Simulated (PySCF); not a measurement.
Input for PySCF: R-HF/3-21G on CH6ClN (a complex), monomers drawn apart or pushed together.

```python
from pyscf import gto, scf, dft, mp
from pyscf.data.elements import chemcore

mol = gto.M(
    atom='''
    N     0.27941773    0.08280984    0.00810242
    H     0.43855938    0.86483503   -0.61656779
    H     0.13857952   -0.73979550   -0.56683603
    H    -0.58876023    0.26029502    0.50291554
    C     0.67393480    0.09673560    3.13207775
    Cl   -1.09401121    0.42178313    2.99627775
    H     1.06301609   -0.00206753    2.12239851
    H     1.12679371    0.93463557    3.65332629
    H     0.80057528   -0.82047778    3.69913737
    ''',
    basis='3-21g',
    charge=0, spin=0, verbose=3, max_memory=1800)
mf = scf.RHF(mol)
mf.conv_tol = 1e-8
mf.max_cycle = 100
mf.kernel()
if not mf.converged:
    mf = mf.newton().run(mf.mo_coeff, mf.mo_occ)
```

Program output:

```
converged SCF energy = -552.565730180942
```

The calculation finished and met its thresholds.

Cost: about 0.12 core-seconds (a rough figure).
